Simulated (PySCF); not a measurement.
## Working out the electron affinity of Sb

Sb⁻ [Kr] 4d10 5s2 5p4 (3P) → Sb [Kr] 4d10 5s2 5p3 (4S). All numbers are calculated (PySCF 2.14, scalar relativity through the core potential, in def2-QZVPPD with the def2 core potential (28 electrons)). Frozen: 4s2 4p6 4d10. Energies in hartree (1 hartree = 27.21139 eV):

| part | Sb⁻ (lower) | Sb (upper) |
| --- | --- | --- |
| UHF | -239.273993 | -239.277978 |
| CCSD correlation | -0.106721 | -0.077155 |
| (T) | -0.004881 | -0.003001 |

Question: What does Hartree-Fock give?

Answer: (-239.277978) − (-239.273993) = -0.003985 hartree = -0.108 eV.

Question: What do CCSD and CCSD(T) give?

Answer: The CCSD correlation energies differ by 0.029566 hartree = 0.805 eV and the triples by 0.001880 hartree = 0.051 eV, so CCSD gives 0.697 eV and CCSD(T) 0.748 eV.

Reference: 1.047 eV (measured; photodetachment measurements, as compiled on the Wikipedia data page of electron affinities), between the lowest levels; spin-orbit coupling is absent from the calculation.

What remains against the reference includes basis incompleteness, the frozen core and higher excitations.
